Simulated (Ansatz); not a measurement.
`C1[NH][GeH2][SiH2]1`, relaxed with RKS PBE0-D4/def2-TZVP in Ansatz from a PBE-D4/def2-SVP geometry. The force threshold is 0.005 eV/Å; the program also tests the step.

The species carries charge 0 and has multiplicity 1.

Start:

```xyz
11

C     1.047   -0.657    0.099
N     0.790    0.667    0.684
Ge   -1.011    1.089    0.381
Si   -0.505   -0.756   -1.055
H     2.019   -0.711   -0.447
H     1.035   -1.509    0.824
H     1.340    0.926    1.510
H    -1.200    2.556   -0.108
H    -1.981    0.866    1.591
H    -1.301   -2.031   -0.977
H    -0.232   -0.440   -2.501
```

How much energy does the relaxation release, and in how many steps? (Estimate.)

Ansatz gave: 0.96 kcal/mol, in 9 steps, 2 of them rejected.

Which bonds change most? (An estimate is asked.)

Computed: C1–Si4 from 1.936 to 1.911 Å; Ge3–Si4 from 2.392 to 2.372 Å; C1–H5 from 1.116 to 1.096 Å; C1–H6 from 1.119 to 1.100 Å.

Give the relaxed structure. (Estimate.)

Ansatz gave: 
```xyz
11

C     1.026   -0.660    0.100
N     0.801    0.688    0.637
Ge   -1.001    1.075    0.375
Si   -0.496   -0.752   -1.052
H     1.991   -0.747   -0.412
H     0.978   -1.461    0.851
H     1.326    0.926    1.466
H    -1.223    2.525   -0.095
H    -1.911    0.837    1.607
H    -1.281   -2.014   -1.003
H    -0.211   -0.418   -2.473
```
